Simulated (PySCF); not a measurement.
Structure from 2D NMR

Compound of formula C₃H₁₀OSi₄. Correlations simulated from computed shifts and the bond graph:

HSQC (one-bond C–H):
```
  δH   δC
2.07  6.7
```

COSY cross peaks (H two or three bonds apart, from the bond graph; peaks can be absent where the dihedral angle is near 90°):
```
  δH    δH
6.74  4.34
6.74  4.14
5.14  4.34
5.14  4.14
4.34  4.14
```

HMBC (two and three bonds, from the bond graph):
```
  δH           δC
5.14  119.8, 79.8
4.34         79.8
4.14         79.8
2.07  119.8, 79.8
```

Carbons without hydrogens: δ 119.8, 79.8.

PySCF 2.14.0 with density-fitted response routines calculation with PBE0/pcSseg-1 with gauge-including orbitals and structure optimised with GFN2-xTB; one conformer, averaged over atoms made equivalent by symmetry, fast rotation or ring inversion, no relativistic terms, isolated molecule.

Referencing at the same level of theory: $^{1}$H (σref 31.72), $^{13}$C (σref 186.93) against TMS.

Exchangeable hydrogens are left out of these lists.

Task: Work out the connectivity.

Result: `CC#C[Si@H]1[SiH2][Si@H](O)[SiH2]1`.

Atom-mapped SMILES (the numbers label the heavy atoms): `[CH3:1][C:2]#[C:3][Si@H:4]1[SiH2:5][Si@H:6]([OH:7])[SiH2:8]1` (H(Xn): hydrogen on atom n). Ha(Si5), Ha(Si8) are cis to C3 on the ring; Hb(Si5), Hb(Si8) are trans to C3 on the ring.

1. δC 119.8 is C2, an alkyne carbon.
2. δC 79.8 is C3, an alkyne carbon.
3. δC 6.7 is C1, a propargylic methyl carbon (δH 2.07).
4. HMBC from δH 5.14 reaches the proton-free carbons C2, C3.
5. HMBC from δH 4.34 reaches the proton-free carbon C3.
6. HMBC from δH 4.14 reaches the proton-free carbon C3.
7. HMBC from δH 2.07 reaches the proton-free carbons C2, C3.
8. COSY links 6.74–4.34, 6.74–4.14, 5.14–4.34, 5.14–4.14, 4.34–4.14.

The data come from this structure; uniqueness wasn't tested.

OH and NH positions are those of a molecule without intermolecular hydrogen bonds; in solution they move with solvent, concentration and temperature, and exchange usually removes their couplings. Shifts are as computed. Against solution values, carbons near 30 ppm lie about +3 ppm off and those near 130 ppm about +5 ppm. Of 1211 compounds with measured shifts, 218 miss one by over three times the rms of a fit or turn the order of signals round; such compounds aren't used in these exercises.
